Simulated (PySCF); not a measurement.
## Which determinant of SbTe⁻ lies lowest?

Unrestricted PBE0; PySCF, scalar-relativistic core potentials, basis sets Sb def2-TZVPPD with ECP28, Te def2-TZVPPD with ECP28. Outer shells of the fragments: Sb 4d10 5s2 5p3; Te− 4d10 5s2 5p5.

Followed along the bond (rough minima from three points):

| 2Ms+1 | unpaired | ⟨S²⟩ at the start | R at minimum (Å) | Te (eV) |
| --- | --- | --- | --- | --- |
| 3 | π ↑↑ | 2.01 | 2.65 | 0.00 |
| 1 | π ↑↓ | 1.01 | 2.64 | 0.20 |

Solutions found at the starting distance of 2.785 Å, counted from the lowest of them; the search is not exhaustive and high or unbound solutions are not listed, so other states can lie among these:

```json
{"2Ms+1": "3", "unpaired": "π ↑↑", "term": "³Σ⁻", "E (eV)": "0.00", "⟨S²⟩": "2.01", "⟨Lz²⟩": "0.00", "μ (D)": "-1.23"}
{"2Ms+1": "1", "unpaired": "π ↑↓", "term": "mixed", "E (eV)": "0.21", "⟨S²⟩": "1.01", "⟨Lz²⟩": "2.02", "μ (D)": "-0.97"}
```

A term symbol is given only where ⟨S²⟩ and ⟨Lz²⟩ are close to those of a pure state; real π, δ and φ orbitals otherwise mix terms. A positive dipole points towards Te; it is taken about the centre of mass and depends on that origin.

Spin–orbit coupling is left out.
